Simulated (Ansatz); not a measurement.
`NC1[SiH2]S1` at its PBE0-D4/def2-TZVP geometry, where that method's forces vanish. Total charge 0; spin multiplicity 1.

```xyz
9

N    -0.0517    0.6665    1.3788
C     0.5325    0.2471    0.1783
Si   -0.2248   -0.9608   -0.9873
S    -0.0579    1.0386   -1.5309
H    -1.0545    0.5515    1.4073
H     0.1860    1.6154    1.6349
H     1.6158    0.3189    0.1894
H     0.6142   -1.9853   -1.6511
H    -1.5596   -1.4918   -0.6196
```

Problem. What forces (eV/Å) does B3LYP-D4/def2-TZVPP give on these atoms in Ansatz 0.2.0? (Estimate.)

Solution. Computed: 
```
N1  -0.087  0.076  0.179
C2   0.310 -0.216  0.043
Si3 -0.059 -0.271 -0.004
S4  -0.084  0.305 -0.336
H5  -0.008  0.018  0.034
H6  -0.016  0.008  0.033
H7  -0.088  0.002  0.025
H8  -0.059  0.056  0.049
H9   0.092  0.022 -0.022
```

B3LYP here is the variant with VWN-RPA as its local correlation; programs differ in this.
